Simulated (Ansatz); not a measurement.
`Cl[CH](Cl)[InH2]` + `CCC` → `CCC[CH](Cl)[InH2]` + HCl at 700 K and 1 bar (formal exchange of groups at a C–Cl bond).

Gas-phase electronic energies from Ansatz, PBE0-D4/def2-TZVP geometries. CCSD(T)/CBS is the MP2 limit (def2-TZVPP, def2-QZVPP) plus CCSD(T) − MP2 in def2-TZVPP, frozen cores. This one scheme is used for every species. def2 core potentials past Kr. For In outer-core shells are correlated without core-valence functions, which leaves a few kJ/mol of doubt a bond. One conformer a species, not always the lowest.

```csv
species,CCSD(T)/CBS energy (Eh),H − E (kJ/mol),S (J/(mol·K))
`Cl[CH](Cl)[InH2]`,-1149.18442,144.5,454.3
`CCC`,-118.98051,329.4,356.3
`CCC[CH](Cl)[InH2]`,-807.79955,434.4,578.8
HCl,-460.38127,38.4,211.8
```

H − E and S are ideal-gas, rigid-rotor, harmonic terms from PBE0-D4/def2-TZVP, for one conformer and one mirror image of each species. 1 Eh = 2625.50 kJ/mol, R = 8.31446 J/(mol·K).

Question: By hand: ΔE, ΔH, ΔS and ΔG.

Answer: ΔE = (-807.79955) + (-460.38127) − (-1149.18442) − (-118.98051) = -0.01589 Eh = -41.7 kJ/mol. Δ(H − E) = 434.4 + 38.4 − 144.5 − 329.4 = -1.1, so ΔH = -42.8 kJ/mol. ΔS = 578.8 + 211.8 − 454.3 − 356.3 = -20.0 J/(mol·K). ΔG = -42.8 − 700 × (-20.0)/1000 = -28.8 kJ/mol.

Question: By hand: the equilibrium constant, and the temperature at which ΔG would vanish if ΔH and ΔS stayed fixed.

Answer: log₁₀ K = −ΔG/(RT ln 10) = 2.1. ΔG = 0 at ΔH/ΔS = 2140 K.

ΔH outweighs TΔS. A doubt of 5 kJ/mol in ΔE shifts log₁₀ K by 0.4 here. Other conformers and mirror images would add mixing entropy, several J/(mol·K) or more a flexible species. Modes under 60 cm⁻¹, often nearly free rotors, make the harmonic entropy too high. These are equilibria of isolated gas molecules and say nothing of rates. Largest T1 diagnostic: 0.013 (customary marks: 0.02 for closed shells, 0.045 for open ones).
